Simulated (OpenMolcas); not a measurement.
# Levels of N IV by method

```yaml
Program: OpenMolcas 26.06
Basis: ANO-RCC-VTZP [4s3p2d1f]
Scalar_Hamiltonian: DKH3, point nucleus
Active_space: 2 electrons in 4 orbitals (2s 2p)
State_averaging: 2S+1 = 3 even, 3 roots; 2S+1 = 1 even, 7 roots; 2S+1 = 3 odd, 3 roots; 2S+1 = 1 odd, 3 roots
Spin-orbit_coupling: RASSI with atomic mean-field integrals over the reference wave functions, term energies averaged over their components
```

Methods on the same reference wave functions:
A. CASSCF
B. SS-CASPT2, IPEA 0.25 Eh, imaginary shift 0.1 Eh (closed shells correlated: 1s)
C. MS-CASPT2, IPEA 0.25 Eh, imaginary shift 0.1 Eh (closed shells correlated: 1s)

Energies in cm⁻¹ above 2s² ¹S₀, the measured ground level; measured values from Moore, Selected Tables of Atomic Spectra, NSRDS-NBS 3, section 4.

```
     Level       A       B       C  Measured
   2s² ¹S₀     0.0     0.0     0.0       0.0
2s 2p ³P°₀   68013   67226   67241     67209
2s 2p ³P°₁   68083   67296   67311     67272
2s 2p ³P°₂   68223   67436   67451     67416
2s 2p ¹P°₁  142235  132925  132940    130694
   2p² ³P₀  177652  175911  175926    175535
   2p² ³P₁  177721  175981  175996    175608
   2p² ³P₂  177858  176117  176132    175733
   2p² ¹D₂  199429  190542  190557    188882
   2p² ¹S₀  249382  237611  237641    235369
```

Deviations, from unrounded energies. A percentage is the sum of absolute deviations over the sum of measured energies, with the sign that they share, or ± where signs differ.

| Against measurement | Levels | A | B | C |
| --- | --- | --- | --- | --- |
| mean absolute deviation (cm-1) | 9 | 5000 | 810 | 830 |
| other configurations (%) | 9 | +3.5 | +0.6 | +0.6 |

B, C lie about equally close to measurement and A furthest from it. The largest miss of B in the table is 2p² ¹S₀, by +2200 cm-1. The ranking rests on the paired levels alone, and a cruder setting can come out closer through cancelling errors.

Between B and C the level of the table that moves most is 2p² ¹S₀, by 30 cm-1 (lowest in B, highest in C).

The lowest spin-free term lies below A's lowest term by 0.008 hartree in B, 0.008 hartree in C.

Computed and measured levels are paired by configuration, term and J; levels that our copy of the source lacks, or whose pairing is in doubt (as where it misses far off the trend of its configuration), stay unpaired and out of the deviations. Only configurations of the active space appear.

° marks odd parity.
